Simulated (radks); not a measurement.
All-electron atom: Tc3+ in [Kr] 4d3 5s1 (not the ground configuration).

Method: non-relativistic Kohn-Sham, SCAN, spin-unpolarised, spherical densities, point nucleus; meta-GGA in the generalised Kohn-Sham scheme; relativity is left out, which matters for an element this heavy; computed with a radial shooting solver on a logarithmic mesh with Libxc functionals.

Energy parts (Ry):
| part | energy |
|---|---|
| total | -8409.52721 |
| kinetic | 8405.84893 |
| electron-nucleus | -19906.78079 |
| Hartree | 3342.17600 |
| exchange-correlation | -250.77134 |

Orbitals (lengths in bohr, moments of r in powers of bohr; r(max) is where P^2 peaks):
orbital	occ.	eigenvalue (Ry)	r(max)	<1/r>	<r>	<r^4>
1s	2	-1499.293	0.02345	42.48	0.03545	7.178e-06
2s	2	-213.4986	0.1307	9.610	0.1546	0.001350
2p	6	-197.0815	0.1029	9.588	0.1325	0.0009053
3s	2	-39.69692	0.3827	3.358	0.4261	0.06643
3p	6	-33.26864	0.3704	3.261	0.4208	0.06862
3d	10	-21.56495	0.3122	3.083	0.3981	0.06912
4s	2	-7.83887	0.9710	1.261	1.073	2.511
4p	6	-5.91646	1.025	1.157	1.157	3.575
4d	3	-2.89410	1.199	0.9029	1.458	10.77
5s	1	-2.10831	2.416	0.4920	2.625	83.73

The highest occupied level is 5s at -28.685 eV. The electron density at the nucleus is 5.552e+04 e/bohr^3.
